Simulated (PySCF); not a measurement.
H₈N₂OSi₂, SMILES N[SiH2]N[SiH2]O. Atoms are numbered in the order given.

```xyz
13

N     -1.4764     1.5556    -1.6635
Si    -1.3991     0.0245    -0.8370
N     -0.4215    -0.1026     0.6251
Si     1.1170    -0.8908     0.8784
O      2.4187     0.1591     1.0884
H     -2.0960     2.2865    -1.3058
H     -0.6292     1.9708    -2.0592
H     -0.7947    -0.9772    -1.7757
H     -2.8293    -0.2762    -0.4856
H     -0.7910     0.3944     1.4447
H      1.3076    -1.7802    -0.3199
H      1.1118    -1.6596     2.1635
H      2.6056     0.7262     0.3200
```
Charge 0, spin multiplicity 1.

The structure is a stationary point at PBE-D3(BJ)/def2-SVP. The structure was generated by enumeration, and PubChem lists no compound with its InChIKey, so it may never have been made. Other conformers were not sampled.

The numbers are results of PBE0/pcSseg-1 (PySCF), not measurements.

GIAO shieldings, no solvent; atoms listed in one row are averaged. δ = σ(ref) − σ: ¹⁵N against NH3 (σ = 267.4 ppm); ²⁹Si against TMS (σ = 352.7 ppm); ¹⁷O against H2O (σ = 334.2 ppm); ¹H against TMS (σ = 31.56 ppm), references at their B3LYP-D3(BJ)/def2-TZVP geometries, non-relativistic.

Computed chemical shifts:
| nucleus | atoms | count | δ (ppm) |
|---|---|---|---|
| ¹⁵N | N3 | 1 | 79.9 |
| ¹⁵N | N1 | 1 | 41.0 |
| ²⁹Si | Si4 | 1 | -25.8 |
| ²⁹Si | Si2 | 1 | -36.7 |
| ¹⁷O | O5 | 1 | 68.3 |
| ¹H | H11 | 1 | 5.25 |
| ¹H | H12 | 1 | 5.12 |
| ¹H | H9 | 1 | 5.07 |
| ¹H | H8 | 1 | 4.98 |
| ¹H | H10 | 1 | 1.97 |
| ¹H | H13 | 1 | 1.69 |
| ¹H | H6 | 1 | 1.54 |
| ¹H | H7 | 1 | 1.09 |
